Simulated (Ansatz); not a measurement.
Cartesian coordinates in Å:
```
Si 1.047 0.411 2.095
Ga 0.000 0.004 0.001
O -1.531 -0.664 -0.724
C -1.004 -0.392 -2.008
O 0.273 0.176 -1.791
H 2.007 1.533 1.946
H 0.007 0.756 3.096
H 1.767 -0.817 2.517
H -0.914 -1.321 -2.588
H -1.651 0.316 -2.544
```

Charge 0, multiplicity 1.

(1) List the PBE/def2-TZVPP orbital energies in eV (Ansatz 0.2.0). (Best estimate.)

## Answers

(1) The calculation gave: Occupied: -10093.96, -1780.36, -1233.84, -1093.55, -1093.47, -1093.44, -509.79, -509.79, -270.98, -143.69, -138.13, -98.27, -98.10, -98.01, -94.88, -94.84, -94.84, -25.92, -23.37, -20.26, -20.22, -20.20, -20.08, -19.75, -15.38, -13.99, -11.38, -10.74, -10.53, -9.98, -9.24, -9.22, -7.51, -6.59, -6.47, -6.05. Lowest empty: -2.21, -1.53, -1.38, -0.03, 0.42, 0.74, 1.17, 2.05.
